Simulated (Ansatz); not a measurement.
Several settings on one geometry of Al₃Cl (the lowest singlet isomer of a short search) (that of the charge 0 singlet, PBE-D4/def2-TZVP). Ansatz on 4 threads of Arm Neoverse V2 on a shared host; times are rough.

```xyz
4

Al    0.339   -0.320   -0.375
Al   -1.150    1.695    0.159
Al   -0.734    0.082    1.916
Cl    1.545   -1.458   -1.701
```

Totals from different functionals, basis sets or treatments of relativity can't be compared as stabilities.

DK, ANO-RCC and x2c sets are all-electron and run with scalar relativity unless a key says otherwise. The 6-31G sets use Cartesian d functions. LC-ωPBE has ω = 0.4 bohr⁻¹. Correlated methods freeze 20 core orbitals.

At PBE0-D4/def2-TZVP a triplet lies 0.07 eV below the restricted singlet of charge 0, at its own geometry.

Q: Give the basis size and estimate the energy, ⟨S²⟩, dipole and time of these runs.

```tsv
run	method	charge	state	further keys
1	RKS LC-ωPBE/def2-TZVPP	0	singlet	fitting: {mean_field: def2-universal-jkfit}; scf: {omitted_lower_state_checks: [starts]}
2	RKS B2GP-PLYP/6-31G*	0	singlet	scf: {omitted_lower_state_checks: [starts]}; forces asked
3	RKS B97M-V/cc-pVTZ-DK	0	singlet	scf: {lower_state_search: light}
4	UKS rPW86-PBE-D4/cc-pVDZ	0	singlet	accuracy: high; forces asked
```

A: 
```json
{"run": "1", "functions": "168", "energy (Eh)": "-1187.1136", "⟨S²⟩": "–", "dipole (D)": "–", "wall time": "1.4 s"}
{"run": "2", "functions": "76", "energy (Eh)": "-1186.7579", "⟨S²⟩": "–", "dipole (D)": "2.09", "wall time": "2 s"}
{"run": "3", "functions": "136", "energy (Eh)": "-1189.9718", "⟨S²⟩": "–", "dipole (D)": "–", "wall time": "4.6 s"}
{"run": "4", "functions": "72", "energy (Eh)": "-1188.7004", "⟨S²⟩": "0.48", "dipole (D)": "1.57", "wall time": "18 s"}
```

The restricted singlet is unstable towards broken spin symmetry at other levels; at RKS LC-ωPBE/def2-TZVPP, RKS B97M-V/cc-pVTZ-DK this wasn't settled. At RKS B2GP-PLYP/6-31G* the restricted singlet is unstable: a solution with broken spin symmetry lies lower. At UKS rPW86-PBE-D4/cc-pVDZ the unrestricted singlet has broken spin symmetry (⟨S²⟩ up to 0.48).
